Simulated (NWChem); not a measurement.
System: Si$_{3}$H$_{6}$, singlet; SMILES [Si]([SiH3])[SiH3]

NWChem input:

```
start job
memory heap 200 mb stack 900 mb global 1100 mb
geometry units angstroms noautosym nocenter noautoz
  Si    -0.000001     0.000002     1.304911
  Si    -1.677076     0.136875    -0.380708
  H     -1.934473    -1.327214    -0.625895
  H     -1.279712     0.755928    -1.686823
  H     -2.960430     0.757238     0.074203
  Si     1.677076    -0.136873    -0.380706
  H      1.934473     1.327215    -0.625896
  H      1.279712    -0.755928    -1.686821
  H      2.960429    -0.757236     0.074205
end
basis spherical
  Si library def2-svp
  H library def2-svp
end
dft
  xc pbe0
  iterations 150
end
cosmo
  do_cosmo_smd true
  solvent cychexan
end
task dft energy
```

Low-valent species are run as closed-shell singlets; no triplet was tried in these runs. Coordinates come from a PBE0/def2-SVP optimisation. Solvent: cyclohexane.

Level: PBE0/def2-SVP with SMD (1 M gas to 1 M solution), gas-phase geometry. Reactions with the solvent are ignored.

### Question
What results follow from this input? (PBE0/def2-SVP, SMD on the gas-phase geometry.) Quantities: solvation free energy (kcal/mol); cavity-dispersion-structure term (kcal/mol); dipole in solution (D).

### Answer
```
Quantity                                     Value
-------------------------------------------  -----
solvation free energy (kcal/mol)              -1.4
cavity-dispersion-structure term (kcal/mol)   -0.5
dipole in solution (D)                        0.10
```
